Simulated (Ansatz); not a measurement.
Input file for Ansatz (a program for electronic structure): R-B3LYP/def2-TZVPP on C3H7NO (SMILES CN(C)C=O).

Ansatz 0.2 input:
```yaml
crystal:
  periodic: [false, false, false]
  atoms:
    - {symbol: C, position_ang: [1.36514781, 0.06954883, 0.05058511]}
    - {symbol: N, position_ang: [-0.07520090, 0.13711237, -0.04159769]}
    - {symbol: C, position_ang: [-0.82691034, -1.06595708, 0.25176844]}
    - {symbol: C, position_ang: [-0.71573939, 1.28224644, -0.39027895]}
    - {symbol: O, position_ang: [-1.91773547, 1.42090963, -0.49000263]}
    - {symbol: H, position_ang: [1.79369357, 1.04038849, -0.19551701]}
    - {symbol: H, position_ang: [1.68082391, -0.20268830, 1.06219851]}
    - {symbol: H, position_ang: [1.76796970, -0.67364199, -0.64406279]}
    - {symbol: H, position_ang: [-1.88478902, -0.84549308, 0.13793340]}
    - {symbol: H, position_ang: [-0.54680149, -1.87059371, -0.43386968]}
    - {symbol: H, position_ang: [-0.63255834, -1.40026461, 1.27473182]}
    - {symbol: H, position_ang: [-0.00780004, 2.10843301, -0.58198855]}
basis:
  gaussian:
    orbitals: def2-TZVPP
hamiltonian:
  xc: {name: B3LYP}
scf: {lower_state_search: off}
```

Output:

```
WARN ansatz: RAYON_NUM_THREADS=4 ignored (pool sized by the plan → 4); use --threads N
Functional definition: B3LYP
these checks for a lower state are left out or cut short: stability, starts, cluster_reference, orbital_swaps, neighbouring_geometries, increment
integrals: 0.16 GiB planned
1259 factors; their error is unknown
mean field: 1.58 GiB planned
mean field evaluation 1: about -6755.4536 eV, gradient 7.0e1 eV
mean field evaluation 2: about -6745.8091 eV, gradient 9.8e1 eV
mean field evaluation 4: about -6765.1657 eV, gradient 7.5e0 eV
mean field evaluation 8: about -6765.2742 eV, gradient 5.6e-1 eV
mean field evaluation 16: about -6765.2746 eV, gradient 6.2e-5 eV
mean field -6765.27455305 eV, -248.6192541567 hartree, gradient 3.3e-6 eV, S^2 0.000000; 0 other end points of the search recorded, 0 dependent functions left out
reference -6765.27483392 eV, -248.6192644784 hartree; 20, 20 occupied and 233, 233 virtual orbitals, 1259 factors
Total energy: -6765.27483392 eV, -248.6192644784 hartree
Checks for a lower state left out: stability, starts, cluster_reference, orbital_swaps, neighbouring_geometries, increment
```

The run converged.

Cost: roughly 3 core-seconds.
